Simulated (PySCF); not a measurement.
# Diatomics with 66 electrons

HF in PySCF with def2-SVP on every atom (core potentials on In, Sn, I), for the lowest determinant that a PBE0 search found; no spin–orbit coupling. All have 66 electrons, 10 of them in the valence shells, and the same state, a singlet (closed shell). For ions De leads to the atom and ion picked by measured ionisation energies and electron affinities.

```json
{"species": "InCl", "difference of nuclear charges": "32", "Re (Å)": "2.442", "ωe (cm⁻¹)": "325", "k (mdyn/Å)": "1.67", "De (eV)": "3.33", "dissociates to": "In + Cl", "Mayer bond order": "0.86"}
{"species": "SnS", "difference of nuclear charges": "34", "Re (Å)": "2.199", "ωe (cm⁻¹)": "539", "k (mdyn/Å)": "4.32", "De (eV)": "2.41", "dissociates to": "Sn + S", "Mayer bond order": "2.23"}
{"species": "AlI", "difference of nuclear charges": "40", "Re (Å)": "2.572", "ωe (cm⁻¹)": "311", "k (mdyn/Å)": "1.26", "De (eV)": "2.88", "dissociates to": "Al + I", "Mayer bond order": "0.90"}
{"species": "SnCl⁺", "difference of nuclear charges": "33", "Re (Å)": "2.290", "ωe (cm⁻¹)": "439", "k (mdyn/Å)": "3.07", "De (eV)": "2.64", "dissociates to": "Sn⁺ + Cl", "Mayer bond order": "1.26"}
```

(1) Which member of the whole set has the stiffest bond, and how does it compare with the softest?

These are scalar-relativistic numbers at best; spin–orbit coupling would shift them, the dissociation energy most. For an ion De counts to the pair picked by the measured ionisation energies or electron affinities, which need not be the lowest pair at this level. Where the molecule has an RHF reference, its open-shell atoms are computed with UHF. Hartree–Fock leaves out correlation, which carries a large part of most bond energies and some tenths to 1 eV of ionisation energies.

## Answers

(1) SnS with k = 4.32 mdyn/Å, 3.4 times that of AlI.
